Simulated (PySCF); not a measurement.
Excitation energy of S²⁺ by level of theory

S²⁺ [Ne] 3s2 3p2 (3P) → S²⁺ [Ne] 3s1 3p2 3d1 (high-spin determinant), as a difference of total energies. Computed with PySCF 2.14 in aug-cc-pwCVTZ (8s7p5d3f, 75 functions), with the non-relativistic Hamiltonian (point nucleus). Correlated levels: valence: [Ne] frozen. The calculations carry no spin-orbit coupling.

| method | excitation energy (eV) |
| --- | --- |
| UHF | 22.029 |
| MP2 (valence) | 23.166 |
| SCS-MP2 (valence) | 23.779 |
| CCSD (valence) | 22.667 |
| CCSD(T) (valence) | 22.564 |

Question: How much does correlation contribute at CCSD(T) (valence)?

Answer: 22.564 − (22.029) = 0.535 eV, measured against UHF.

A first-order spin-orbit estimate (lowest level to lowest level, LS coupling) adds 0.015 eV.

The promoted electron is Rydberg-like, and one or two diffuse shells describe it only roughly, which tends to raise the upper state.

The coupled-cluster amplitudes are large for the upper state (T1 above 0.03 or a double amplitude above 0.15), so a single reference is strained.

The determinant of the upper state mixes LS terms, which raises its energy above the lowest term, most at the Hartree-Fock and MP2 levels.
